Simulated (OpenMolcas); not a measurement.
# Lines of Mn²⁺: computed and rescaled rates

| Quantity | Value |
| --- | --- |
| Program | OpenMolcas 26.06 |
| Method | RASSCF |
| Basis | ANO-RCC-VTZP [6s5p3d2f1g] |
| Scalar Hamiltonian | DKH2, point nucleus |
| Active space | 11 electrons in 8 orbitals (RAS1 3p, at most 2 holes; RAS2 3d) |
| State averaging | 2S+1 = 6 even, 1 root; 2S+1 = 4 even, 24 roots; 2S+1 = 2 even, 58 roots |
| Spin-orbit coupling | RASSI with atomic mean-field integrals over the reference wave functions, term energies averaged over their components |

Rates come from the transition moments of the reference wave functions (E1 and E2 in the length form). At fixed line strength A goes as λ^-3 for E1 and M1 and as λ^-5 for E2, so a rate at the computed wavelength can be rescaled to the measured one. Measured vacuum wavelengths follow from level energies in Corliss and Sugar, J. Phys. Chem. Ref. Data 6, 1253 (1977). Branching counts decays inside the model space alone, at computed energies, and the table is only a selection of the E2 and M1 lines, drawn from those between levels with measured partners whose computed energy lies within a factor of 1.5 of the measured one.

```json
{"Upper": "3d5 2G 7/2", "Lower": "3d5 4F 5/2", "Type": "M1", "λ computed (nm)": "1698", "λ measured (nm)": "2396", "A computed (s-1)": "1.17e-02", "A rescaled (s-1)": "", "Branching %": "19.7"}
{"Upper": "3d5 2G 7/2", "Lower": "3d5 4F 7/2", "Type": "M1", "λ computed (nm)": "1689", "λ measured (nm)": "2359", "A computed (s-1)": "1.46e-02", "A rescaled (s-1)": "", "Branching %": "24.5"}
{"Upper": "3d5 2G 9/2", "Lower": "3d5 4F 7/2", "Type": "M1", "λ computed (nm)": "1662", "λ measured (nm)": "2271", "A computed (s-1)": "1.41e-02", "A rescaled (s-1)": "", "Branching %": "16.0"}
{"Upper": "3d5 2G 9/2", "Lower": "3d5 4F 9/2", "Type": "M1", "λ computed (nm)": "1659", "λ measured (nm)": "2256", "A computed (s-1)": "3.73e-02", "A rescaled (s-1)": "", "Branching %": "42.4"}
{"Upper": "3d5 2F 5/2(2)", "Lower": "3d5 4F 3/2", "Type": "M1", "λ computed (nm)": "1082", "λ measured (nm)": "1365", "A computed (s-1)": "5.90e-02", "A rescaled (s-1)": "", "Branching %": "42.8"}
{"Upper": "3d5 2F 7/2(2)", "Lower": "3d5 4F 5/2", "Type": "M1", "λ computed (nm)": "1077", "λ measured (nm)": "1353", "A computed (s-1)": "2.33e-02", "A rescaled (s-1)": "", "Branching %": "16.6"}
{"Upper": "3d5 2F 7/2(2)", "Lower": "3d5 4F 9/2", "Type": "M1", "λ computed (nm)": "1073", "λ measured (nm)": "1336", "A computed (s-1)": "6.35e-02", "A rescaled (s-1)": "", "Branching %": "45.3"}
{"Upper": "3d5 2F 7/2(2)", "Lower": "3d5 2F 5/2(1)", "Type": "M1", "λ computed (nm)": "910.8", "λ measured (nm)": "1257", "A computed (s-1)": "2.32e-02", "A rescaled (s-1)": "", "Branching %": "16.5"}
{"Upper": "3d5 2F 5/2(2)", "Lower": "3d5 2F 7/2(1)", "Type": "M1", "λ computed (nm)": "878.2", "λ measured (nm)": "1191", "A computed (s-1)": "3.12e-02", "A rescaled (s-1)": "", "Branching %": "22.7"}
{"Upper": "3d5 2D 5/2(1)", "Lower": "3d5 4P 5/2", "Type": "M1", "λ computed (nm)": "695", "λ measured (nm)": "828.5", "A computed (s-1)": "2.79e-01", "A rescaled (s-1)": "", "Branching %": "64.7"}
{"Upper": "3d5 2D 3/2(1)", "Lower": "3d5 4P 1/2", "Type": "M1", "λ computed (nm)": "681", "λ measured (nm)": "808.9", "A computed (s-1)": "3.30e-02", "A rescaled (s-1)": "", "Branching %": "16.2"}
{"Upper": "3d5 2D 3/2(1)", "Lower": "3d5 4P 3/2", "Type": "M1", "λ computed (nm)": "679.9", "λ measured (nm)": "811.1", "A computed (s-1)": "1.30e-01", "A rescaled (s-1)": "", "Branching %": "63.6"}
{"Upper": "3d5 2D 3/2(1)", "Lower": "3d5 4P 5/2", "Type": "M1", "λ computed (nm)": "678.7", "λ measured (nm)": "806.3", "A computed (s-1)": "3.59e-02", "A rescaled (s-1)": "", "Branching %": "17.6"}
{"Upper": "3d5 2I 11/2", "Lower": "3d5 4G 11/2", "Type": "M1", "λ computed (nm)": "655.2", "λ measured (nm)": "809.7", "A computed (s-1)": "1.85e-03", "A rescaled (s-1)": "", "Branching %": "75.1"}
{"Upper": "3d5 2I 13/2", "Lower": "3d5 4G 11/2", "Type": "M1", "λ computed (nm)": "653.2", "λ measured (nm)": "809.6", "A computed (s-1)": "4.37e-05", "A rescaled (s-1)": "", "Branching %": "81.0"}
{"Upper": "3d5 2F 5/2(1)", "Lower": "3d5 4G 7/2", "Type": "M1", "λ computed (nm)": "586.7", "λ measured (nm)": "615.6", "A computed (s-1)": "2.01e-01", "A rescaled (s-1)": "", "Branching %": "42.4"}
{"Upper": "3d5 4F 9/2", "Lower": "3d5 4G 11/2", "Type": "E2", "λ computed (nm)": "534.9", "λ measured (nm)": "597.1", "A computed (s-1)": "2.74e-01", "A rescaled (s-1)": "1.58e-01", "Branching %": "50.8"}
{"Upper": "3d5 4F 7/2", "Lower": "3d5 4G 7/2", "Type": "E2", "λ computed (nm)": "534.4", "λ measured (nm)": "597.3", "A computed (s-1)": "8.80e-02", "A rescaled (s-1)": "5.04e-02", "Branching %": "17.6"}
{"Upper": "3d5 4F 5/2", "Lower": "3d5 4G 7/2", "Type": "E2", "λ computed (nm)": "533.6", "λ measured (nm)": "594.9", "A computed (s-1)": "1.61e-01", "A rescaled (s-1)": "9.35e-02", "Branching %": "29.9"}
{"Upper": "3d5 4F 3/2", "Lower": "3d5 4G 7/2", "Type": "E2", "λ computed (nm)": "532.9", "λ measured (nm)": "594.7", "A computed (s-1)": "9.71e-02", "A rescaled (s-1)": "5.61e-02", "Branching %": "16.4"}
{"Upper": "3d5 2H 9/2", "Lower": "3d5 4G 7/2", "Type": "M1", "λ computed (nm)": "450.1", "λ measured (nm)": "508.8", "A computed (s-1)": "8.67e-02", "A rescaled (s-1)": "", "Branching %": "40.1"}
{"Upper": "3d5 2H 11/2", "Lower": "3d5 4G 11/2", "Type": "M1", "λ computed (nm)": "447.5", "λ measured (nm)": "503.9", "A computed (s-1)": "2.29e-01", "A rescaled (s-1)": "", "Branching %": "53.7"}
{"Upper": "3d5 4P 5/2", "Lower": "3d5 6S 5/2", "Type": "M1", "λ computed (nm)": "298.2", "λ measured (nm)": "342.8", "A computed (s-1)": "7.00e-01", "A rescaled (s-1)": "", "Branching %": "100.0"}
{"Upper": "3d5 4P 3/2", "Lower": "3d5 6S 5/2", "Type": "M1", "λ computed (nm)": "298", "λ measured (nm)": "342", "A computed (s-1)": "4.52e-01", "A rescaled (s-1)": "", "Branching %": "100.0"}
{"Upper": "3d5 4D 5/2", "Lower": "3d5 6S 5/2", "Type": "M1", "λ computed (nm)": "256.9", "λ measured (nm)": "308.8", "A computed (s-1)": "6.24e-03", "A rescaled (s-1)": "", "Branching %": "22.0"}
```

Spin-changing lines and M1 lines between different terms are not rescaled, since their strength hangs on the term gaps too.

The largest correction is for 3d5 4F 7/2 → 3d5 4G 7/2 (E2): 8.80e-02 × (534.4 / 597.3)^5 = 5.04e-02 s-1, a factor of 0.57.

The computed order of these levels differs from the measured one in 3 places, and where term gaps are wrong the rates of spin-changing lines can be off by large factors.

These are rates of the free ion; in crystals, glasses and complexes forced electric-dipole and non-radiative decay shorten such lifetimes by orders of magnitude. No measured rate stands beside these. Rescaling mends the energy factor alone: line strengths can still be far off where a level mixes with configurations outside the active space, and weak or spin-changing lines hang on small mixing coefficients that depend on the term gaps too, so rescaling need not improve them.

Without dynamic correlation excited terms often stand tens of per cent too high (terms of higher spin than the ground term too low), and those without a measured partner can miss by more than the paired ones. Active for correlation alone: 3p; no level in the range computed is led by a configuration that opens it, so any true level of that kind is missing. Computed and measured levels are paired by configuration, term and J; levels that our copy of the source lacks, or whose pairing is in doubt (as where it misses far off the trend of its configuration), stay unpaired. Levels of configurations outside the active space are missing.

A number in round brackets counts repeated terms of one configuration in the order of the reference energies.
